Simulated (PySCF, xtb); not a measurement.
SeHI, SMILES [SeH]I.

GFN2-xTB in xtb 6.7.1 at its own geometry gives an orbital gap of 2.76 eV and a dipole moment of 3.91 D.

Geometry optimised at B3LYP-D3(BJ)/def2-TZVP. The def2 effective core potentials stand for the cores of I; spin–orbit coupling is left out.

Task: What does PBE/def2-TZVPD run with PySCF give? (Estimate from the structure and the level; the computed values follow.)

Result: gap 1.93 eV (levels -5.70 and -3.77 eV), dipole 0.69 D.
